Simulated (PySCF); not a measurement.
# Correlation energy of B (boron, neutral)

[He] 2s2 2p1, 2P determinant. Calculation: PySCF 2.14, in dyall-av3z (15s9p3d2f, 71 functions); the spin-free X2C one-electron Hamiltonian (Gaussian nucleus). Frozen: 1s2; 3 electrons correlated; the 13 highest virtual orbitals of each spin left out.

```json
{"level": "CCSD", "correlation energy (mhartree)": "-65.99"}
{"level": "(T)", "correlation energy (mhartree)": "-1.40"}
{"level": "CCSD(T)", "correlation energy (mhartree)": "-67.39"}
```

Diagnostics: T1 = 0.015, D1 = 0.0278, largest double amplitude 0.072.

Cost of the coupled-cluster step: roughly 8 core-seconds, for 3 correlated electrons.
